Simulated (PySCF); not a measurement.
This PySCF input asks for the NMR shieldings of `C=C[Si@@]1(P)CC[C@H]1CC`, C₇H₁₅PSi; the geometry comes from GFN2-xTB.

```python
import basis_set_exchange as bse
import numpy as np
from pyscf import gto, dft
from pyscf.prop import nmr

atoms = """
C     2.496327    0.252928    2.325735
C     1.449290   -0.313157    1.748752
Si    1.139548   -0.239328   -0.112908
P     2.861504    0.851270   -1.080049
C     0.377057   -1.848926   -0.849584
C    -1.013395   -1.192492   -0.876839
C    -0.637780    0.283750   -0.647915
C    -1.519791    1.041737    0.331135
C    -2.926849    1.262651   -0.216109
H     3.230458    0.789229    1.741921
H     2.672816    0.214996    3.389769
H     0.730461   -0.842095    2.361685
H     2.526566    0.471677   -2.367184
H     3.731524   -0.214084   -0.936482
H     0.423486   -2.762244   -0.262101
H     0.733540   -2.084906   -1.850318
H    -1.557420   -1.370655   -1.803434
H    -1.621316   -1.555305   -0.048985
H    -0.630895    0.825038   -1.597560
H    -1.061951    2.009182    0.551404
H    -1.578942    0.486042    1.269826
H    -2.889404    1.842501   -1.136126
H    -3.539309    1.801091    0.504103
H    -3.407261    0.310865   -0.431182
"""
names = dict.fromkeys(["C", "Si", "P", "H"], "pcSseg-1")
basis = {el: gto.basis.parse(bse.get_basis(n, elements=[el], fmt="nwchem")) for el, n in names.items()}
mol = gto.M(atom=atoms, basis=basis, charge=0, verbose=0)
mf = dft.RKS(mol, xc="PBE0")
mf.grids.level = 2
mf.grids.alignment = dft.numint.BLKSIZE   # the property module wants whole blocks of grid points
mf.conv_tol = 1e-9
mf.kernel()

calc = nmr.RKS(mf)   # GIAO
C = mf.mo_coeff
Co = C[:, mf.mo_occ > 0]
resp = mf.gen_response(singlet=True, hermi=2)
def vind(x):   # induced exchange potential for any number of trial vectors
    d = np.einsum("pi,xij,qj->xpq", C, 2 * x.reshape(-1, C.shape[1], Co.shape[1]), Co, optimize=True)
    return np.einsum("xpq,pi,qj->xij", resp(d - d.transpose(0, 2, 1)), C, Co, optimize=True).ravel()
mo1, _ = nmr.rhf.solve_mo1(calc, with_cphf=vind)
sigma = calc.kernel(mo1)
for i, s in enumerate(sigma):   # ppm
    w = np.linalg.eigvalsh((s + s.T) / 2)
    print("%2d %-2s iso %8.1f  s11 %8.1f  s22 %8.1f  s33 %8.1f" % (i, mol.atom_pure_symbol(i), w.mean(), *w))
```

Problem. What are the results?

Solution. 
```
 0 C  iso     42.7  s11    -81.7  s22     45.0  s33    164.7
 1 C  iso     43.3  s11    -73.3  s22     27.9  s33    175.2
 2 Si iso    330.1  s11    289.7  s22    326.9  s33    373.7
 3 P  iso    608.5  s11    541.6  s22    618.5  s33    665.4
 4 C  iso    167.0  s11    146.9  s22    167.7  s33    186.3
 5 C  iso    158.8  s11    143.8  s22    155.6  s33    177.1
 6 C  iso    146.9  s11    121.5  s22    153.5  s33    165.8
 7 C  iso    155.2  s11    146.6  s22    150.7  s33    168.4
 8 C  iso    170.4  s11    152.6  s22    170.7  s33    187.8
 9 H  iso     25.6  s11     22.4  s22     23.3  s33     31.1
10 H  iso     25.2  s11     22.3  s22     24.2  s33     29.1
11 H  iso     24.9  s11     22.2  s22     24.3  s33     28.2
12 H  iso     30.7  s11     25.4  s22     28.3  s33     38.2
13 H  iso     30.6  s11     25.7  s22     27.3  s33     38.6
14 H  iso     30.2  s11     26.3  s22     27.5  s33     36.8
15 H  iso     30.2  s11     26.8  s22     28.4  s33     35.4
16 H  iso     29.2  s11     24.4  s22     27.9  s33     35.2
17 H  iso     30.1  s11     25.9  s22     30.1  s33     34.2
18 H  iso     30.0  s11     27.4  s22     30.6  s33     32.1
19 H  iso     30.2  s11     24.6  s22     30.5  s33     35.5
20 H  iso     30.4  s11     25.1  s22     31.6  s33     34.5
21 H  iso     31.1  s11     26.8  s22     29.3  s33     37.4
22 H  iso     30.6  s11     25.7  s22     27.7  s33     38.5
23 H  iso     30.7  s11     25.9  s22     30.6  s33     35.6
```

These numbers come from an equivalent density-fitted implementation of the same equations, which agrees with the script to about 0.01 ppm for H and up to a few tenths of a ppm for heavy atoms, so last digits may differ.

Problem. Turn these shieldings into chemical shifts. Chemical shifts δ = σref − σ; 13C (186.93 ppm) and 29Si (349.16 ppm) and 1H (31.72 ppm) against TMS; H3PO4 for 31P (318.38 ppm), all at this level.

Solution. Averaging equivalent atoms: C 0: 144.2; C 1: 143.7; C 6: 40.0; C 7: 31.7; C 5: 28.1; C 4: 20.0; C 8: 16.6; Si 2: 19.1; P 3: -290.1; H 11: 6.81; H 10: 6.51; H 9: 6.13; H 16: 2.54; H 18: 1.67; H 17: 1.64; H 15: 1.52; H 19: 1.52; H 14: 1.49; H 20: 1.33; H 12/13: 1.10; H 21/22/23: 0.90 ppm. Experimental scales use liquid or dissolved standards, which lie at an offset from isolated H3PO4.

Size and cost of the density-fitted run: 242 basis functions, 110 s wall time on 1 thread of an Arm Neoverse N1, shared host; peak memory 1.1 GiB.
